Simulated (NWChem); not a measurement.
System: CH5Ga; SMILES [CH3][GaH2]

Excerpt of the output:

```
             Northwest Computational Chemistry Package (NWChem) 7.3.0
             --------------------------------------------------------

                             Geometry "geometry" -> ""
                             -------------------------

 Output coordinates in angstroms (scale by  1.889725989 to convert to a.u.)

  No.       Tag          Charge          X              Y              Z
 ---- ---------------- ---------- -------------- -------------- --------------
    1 Ga                  31.0000    -0.00596600     0.41118900     0.00528900
    2 H                    1.0000    -1.35115000     1.18566300     0.28184000
    3 H                    1.0000     1.30454500     1.23966000    -0.27578100
    4 C                    6.0000     0.00091600    -1.55607900    -0.00102200
    5 H                    1.0000    -0.50113500    -1.94904400     0.89757900
    6 H                    1.0000     1.01243100    -1.98207600    -0.06035700
    7 H                    1.0000    -0.57740600    -1.91887300    -0.86789300

 Effective nuclear repulsion energy (a.u.)     102.6430913882

                              NWChem Property Module
                              ----------------------

                                 NWChem DFT Module
                                 -----------------

 Summary of "ao basis" -> "ao basis" (spherical)
 ------------------------------------------------------------------------------
       Tag                 Description            Shells   Functions and Types
 ---------------- ------------------------------  ------  ---------------------
 Ga                        def2-svpd                14       38   6s4p4d
 H                         def2-svpd                 4        8   2s2p
 C                         def2-svpd                 8       20   4s2p2d

            General Information
            -------------------
          SCF calculation type: DFT
          Wavefunction type:  closed shell.
          No. of atoms     :     7
          No. of electrons :    42
           Alpha electrons :    21
            Beta electrons :    21
          Charge           :     0
          Spin multiplicity:     1
          Use of symmetry is: off; symmetry adaption is: off
          Maximum number of iterations: 150
          AO basis - number of functions:    98
                     number of shells:    42
          Convergence on energy requested:  1.00D-06
          Convergence on density requested:  1.00D-05
          Convergence on gradient requested:  5.00D-04

              XC Information
              --------------
                     Hartree-Fock (Exact) Exchange  1.000
                   CAM-Becke88 Exchange Functional  1.000
                      VWN V Correlation Functional  0.190 local
              Lee-Yang-Parr Correlation Functional  0.810

           Range-Separation Parameters
           ---------------------------
           Alpha           :  0.19
           Beta            :  0.46
           Gamma           :  0.33
           Short-Range HF  :     F

             Grid Information
             ----------------
          Grid used for XC integration:  medium
          Radial quadrature: Mura-Knowles
          Angular quadrature: Lebedev.
          Tag              B.-S. Rad. Rad. Pts. Rad. Cut. Ang. Pts.
          ---              ---------- --------- --------- ---------
          Ga                  1.30      112          10.0       590
          H                   0.35       45          11.0       434
          C                   0.70       49          10.0       434
          Grid pruning is: on
          Number of quadrature shells:   386
          Spatial weights used:  Erf1

      Superposition of Atomic Density Guess
      -------------------------------------

 Sum of atomic energies:       -1963.09746097

      Non-variational initial energy
      ------------------------------

 Total energy =   -1963.889501
 1-e energy   =   -2941.240740
 2-e energy   =     874.708148
 HOMO         =      -0.338330
 LUMO         =      -0.007858

   convergence    iter        energy       DeltaE   RMS-Dens  Diis-err
 ---------------- ----- ----------------- --------- --------- ---------
 d= 0,ls=0.0,diis     1  -1965.7343291842 -2.07D+03  8.19D-03  1.96D-01
 d= 0,ls=0.0,diis     2  -1965.7549574772 -2.06D-02  2.12D-03  5.63D-02
 d= 0,ls=0.0,diis     3  -1965.7592314293 -4.27D-03  7.36D-04  8.86D-03
 d= 0,ls=0.0,diis     4  -1965.7601351597 -9.04D-04  1.57D-04  2.10D-04
 d= 0,ls=0.0,diis     5  -1965.7601491525 -1.40D-05  4.36D-05  4.07D-05
  Resetting Diis
 d= 0,ls=0.0,diis     6  -1965.7601531677 -4.02D-06  1.21D-05  8.34D-07
 d= 0,ls=0.0,diis     7  -1965.7601533190 -1.51D-07  2.41D-06  2.64D-08

         Total DFT energy =    -1965.760153319036
      One electron energy =    -2941.823569836280
           Coulomb energy =      955.791456048920
    Exchange-Corr. energy =      -82.371130919845
 Nuclear repulsion energy =      102.643091388169

 Numeric. integr. density =       41.999997891338

                       DFT Final Molecular Orbital Analysis
                       ------------------------------------

 Vector   19  Occ=2.000000D+00  E=-4.603419D-01
              MO Center= -2.4D-01, -1.7D+00, -6.0D-02, r^2= 1.3D+00
   Bfn.  Coefficient  Atom+Function         Bfn.  Coefficient  Atom+Function
  ----- ------------  ---------------      ----- ------------  ---------------
    61      0.427374  4 C  pz                91     -0.338961  7 H  s
    75      0.283370  5 H  s                 64      0.171343  4 C  pz
    92     -0.111512  7 H  s                 76      0.085096  5 H  s
    59      0.083768  4 C  px                83      0.052815  6 H  s
    15      0.047296  1 Ga pz                20      0.047372  1 Ga d -1

 Vector   20  Occ=2.000000D+00  E=-3.534741D-01
              MO Center= -9.1D-03,  8.9D-01,  6.0D-03, r^2= 2.9D+00
   Bfn.  Coefficient  Atom+Function         Bfn.  Coefficient  Atom+Function
  ----- ------------  ---------------      ----- ------------  ---------------
    39     -0.316859  2 H  s                 47      0.317714  3 H  s
    13      0.294879  1 Ga px                48      0.181978  3 H  s
    16      0.180246  1 Ga px                40     -0.175878  2 H  s
    10     -0.169961  1 Ga px                19     -0.109823  1 Ga d -2
    59     -0.090684  4 C  px                83     -0.088517  6 H  s

 Vector   21  Occ=2.000000D+00  E=-3.464522D-01
              MO Center= -1.3D-02, -4.7D-01,  3.5D-03, r^2= 3.0D+00
   Bfn.  Coefficient  Atom+Function         Bfn.  Coefficient  Atom+Function
  ----- ------------  ---------------      ----- ------------  ---------------
    60      0.417558  4 C  py                14     -0.317096  1 Ga py
    63      0.218908  4 C  py                11      0.178060  1 Ga py
    17     -0.171606  1 Ga py                39     -0.170566  2 H  s
    47     -0.165937  3 H  s                 58     -0.165313  4 C  s
    48     -0.096105  3 H  s                 56      0.095873  4 C  s

 Vector   22  Occ=0.000000D+00  E=-1.903283D-02
              MO Center=  1.6D-02,  5.3D-01,  2.4D-02, r^2= 4.0D+00
   Bfn.  Coefficient  Atom+Function         Bfn.  Coefficient  Atom+Function
  ----- ------------  ---------------      ----- ------------  ---------------
    18      0.739570  1 Ga pz                15      0.374026  1 Ga pz
    92      0.285223  7 H  s                 76     -0.241320  5 H  s
    12     -0.201624  1 Ga pz                16      0.154273  1 Ga px
    91      0.094841  7 H  s                 13      0.078410  1 Ga px
    75     -0.077581  5 H  s                 98      0.069369  7 H  pz

 Vector   23  Occ=0.000000D+00  E= 3.111829D-02
              MO Center= -1.6D-02, -2.6D-01, -1.3D-02, r^2= 1.3D+01
   Bfn.  Coefficient  Atom+Function         Bfn.  Coefficient  Atom+Function
  ----- ------------  ---------------      ----- ------------  ---------------
     5      2.995473  1 Ga s                  6     -2.812519  1 Ga s
    58     -0.647856  4 C  s                 57     -0.487198  4 C  s
    48     -0.332964  3 H  s                 40     -0.326908  2 H  s
    76      0.299893  5 H  s                 84      0.299236  6 H  s
    92      0.297744  7 H  s                 17      0.227594  1 Ga py

 Vector   24  Occ=0.000000D+00  E= 5.593147D-02
              MO Center= -2.2D-03,  8.1D-01, -6.8D-03, r^2= 1.1D+01
   Bfn.  Coefficient  Atom+Function         Bfn.  Coefficient  Atom+Function
  ----- ------------  ---------------      ----- ------------  ---------------
    58      5.099369  4 C  s                  6     -2.233581  1 Ga s
    57      1.687750  4 C  s                 84     -1.542919  6 H  s
    76     -1.444341  5 H  s                 92     -1.408853  7 H  s
    17      1.195668  1 Ga py                63     -0.541008  4 C  py
    36      0.475453  1 Ga d  0              38      0.473463  1 Ga d  2

     Multipole analysis of the density
     ---------------------------------

     L   x y z        total         alpha         beta         nuclear
     -   - - -        -----         -----         ----         -------
     0   0 0 0      0.000000    -21.000000    -21.000000     42.000000

[...]

 DFT Linear Response polarizability / au
 Frequency  =       0.0000000 / au
              X              Y              Z
 -----------------------------------------------
 X      45.0696242      0.2458905     -2.0257118
 Y       0.2458110     52.7175879      0.0575737
 Z      -2.0257406      0.0575862     35.8081389
 -----------------------------------------------
 Eigenvalues =      45.4860698     52.7254888     35.3837923
 Isotropic   =      44.5317837
 Anisotropic =      15.0864117
 -----------------------------------------------

 Magnetic Dipole Response Matrix (nonzero elements):

 Exiting AOResponse driver routine
```

Level: CAM-B3LYP/def2-SVPD. All runs use the structure optimised with PBE0/def2-SVP.

Question: Reconstruct the input file.

Answer: Several could match; the one computed here: the input that was run:
```
start job
memory heap 200 mb stack 900 mb global 1100 mb
geometry units angstroms noautosym nocenter noautoz
  Ga    -0.005966     0.411189     0.005289
  H     -1.351150     1.185663     0.281840
  H      1.304545     1.239660    -0.275781
  C      0.000916    -1.556079    -0.001022
  H     -0.501135    -1.949044     0.897579
  H      1.012431    -1.982076    -0.060357
  H     -0.577406    -1.918873    -0.867893
end
basis spherical
  * library def2-svpd
end
dft
  xc xcamb88 1.00 lyp 0.81 vwn_5 0.19 hfexch 1.00
  cam 0.33 cam_alpha 0.19 cam_beta 0.46
  iterations 150
end
property
  response 1 0.0
end
task dft property
```
